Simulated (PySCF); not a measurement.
Species: Al2Cl3H3.
SMILES: `[Cl][AlH-]1[Cl+][AlH2-][Cl+]1`

The closed-shell ground state was solved at several levels (PySCF, density fitting, gas phase, non-relativistic). Isolated species at its PBE0-D3(BJ)/def2-SVP geometry, gas phase.

```json
{"level": "PBE0/STO-3G", "basis functions": "48", "total energy (Eh)": "-1846.0598", "HOMO (eV)": "-6.55", "LUMO (eV)": "3.25", "gap (eV)": "9.80", "dipole (D)": "2.95"}
{"level": "PBE0/pcSseg-2", "basis functions": "257", "total energy (Eh)": "-1866.8948", "HOMO (eV)": "-8.83", "LUMO (eV)": "-0.99", "gap (eV)": "7.84", "dipole (D)": "1.67"}
{"level": "LC-wPBE/pcSseg-2", "basis functions": "257", "total energy (Eh)": "-1867.0469", "HOMO (eV)": "-11.63", "LUMO (eV)": "1.00", "gap (eV)": "12.63", "dipole (D)": "1.76"}
{"level": "PBE/pcSseg-2", "basis functions": "257", "total energy (Eh)": "-1866.7364", "HOMO (eV)": "-7.53", "LUMO (eV)": "-1.75", "gap (eV)": "5.78", "dipole (D)": "1.57"}
{"level": "PBE0/aug-cc-pVDZ", "basis functions": "162", "total energy (Eh)": "-1866.8162", "HOMO (eV)": "-8.77", "LUMO (eV)": "-1.08", "gap (eV)": "7.69", "dipole (D)": "1.54"}
{"level": "B3LYP/6-31G*", "basis functions": "96", "total energy (Eh)": "-1867.4733", "HOMO (eV)": "-8.63", "LUMO (eV)": "-1.09", "gap (eV)": "7.54", "dipole (D)": "1.74"}
{"level": "PBE0/pcSseg-0", "basis functions": "71", "total energy (Eh)": "-1864.6682", "HOMO (eV)": "-9.36", "LUMO (eV)": "-1.29", "gap (eV)": "8.07", "dipole (D)": "2.23"}
{"level": "PBE0/cc-pVDZ", "basis functions": "105", "total energy (Eh)": "-1866.8055", "HOMO (eV)": "-8.77", "LUMO (eV)": "-0.89", "gap (eV)": "7.88", "dipole (D)": "1.54"}
{"level": "BLYP/pcSseg-2", "basis functions": "257", "total energy (Eh)": "-1867.5763", "HOMO (eV)": "-7.43", "LUMO (eV)": "-1.60", "gap (eV)": "5.83", "dipole (D)": "1.56"}
{"level": "PBE0/6-31G*", "basis functions": "96", "total energy (Eh)": "-1866.7068", "HOMO (eV)": "-8.86", "LUMO (eV)": "-0.95", "gap (eV)": "7.91", "dipole (D)": "1.79"}
{"level": "HF/pcSseg-2", "basis functions": "257", "total energy (Eh)": "-1864.3942", "HOMO (eV)": "-12.03", "LUMO (eV)": "1.70", "gap (eV)": "13.73", "dipole (D)": "1.83"}
{"level": "LDA/pcSseg-2", "basis functions": "257", "total energy (Eh)": "-1861.0302", "HOMO (eV)": "-7.56", "LUMO (eV)": "-2.04", "gap (eV)": "5.52", "dipole (D)": "1.61"}
{"level": "BP86/pcSseg-2", "basis functions": "257", "total energy (Eh)": "-1867.7560", "HOMO (eV)": "-7.64", "LUMO (eV)": "-1.79", "gap (eV)": "5.85", "dipole (D)": "1.57"}
```

Q: Estimate the row for CAM-B3LYP/pcSseg-2, a basis of 257 functions; the other rows only guide the guess.

A: Total energy -1867.6387 Eh, HOMO -10.23 eV, LUMO -0.07 eV, gap 10.16 eV, dipole 1.72 D.

Q: Over all these levels, which gives the widest orbital gap and which the narrowest?

A: HF/pcSseg-2 (Hartree–Fock, all exact exchange) has the widest, 13.73 eV, and LDA/pcSseg-2 (LDA) the narrowest, 5.52 eV. The two share the basis. From the narrowest to the widest the HOMO moves by -4.47 eV and the LUMO by +3.74 eV.

Q: How much does the basis alone move the frontier levels among the 6 PBE0 rows?

A: The HOMO by 2.81 eV and the LUMO by 4.54 eV. By rising basis size (HOMO, LUMO in eV): STO-3G -6.55, 3.25; pcSseg-0 -9.36, -1.29; 6-31G* -8.86, -0.95; cc-pVDZ -8.77, -0.89; aug-cc-pVDZ -8.77, -1.08; pcSseg-2 -8.83, -0.99.

Q: In the pcSseg-2 basis, how does the gap go with the fixed share of exact exchange?

A: LDA (0 %) 5.52 eV; PBE (0 %) 5.78 eV; BLYP (0 %) 5.83 eV; BP86 (0 %) 5.85 eV; PBE0 (25 %) 7.84 eV; HF (100 %) 13.73 eV. Each rise in the share widens the gap here.

Q: How far do the dipole and the HOMO energy spread over the levels?

A: The dipole runs from 1.54 to 2.95 D (mean 1.79 D) and the HOMO from -12.03 to -6.55 eV.
